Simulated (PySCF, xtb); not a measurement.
IrO4, SMILES [O]=[Ir+](=[O])(=[O])=[O], charge +1, multiplicity 1.

Harmonic wavenumbers (cm⁻¹) from GFN2-xTB in xtb at its own minimum, in rising order: 262, 262, 262, 285, 285, 810, 907, 907, 908.

What does PBE0-D3(BJ)/def2-SVP run with PySCF give at its own minimum? (The exact figures need the calculation; the answer reports its results.)

342, 342, 342, 344, 344, 1023, 1023, 1023, 1023. Paired by order, the mean absolute difference is 102 cm⁻¹ and the zero-point energies are 7.0 and 8.3 kcal/mol.
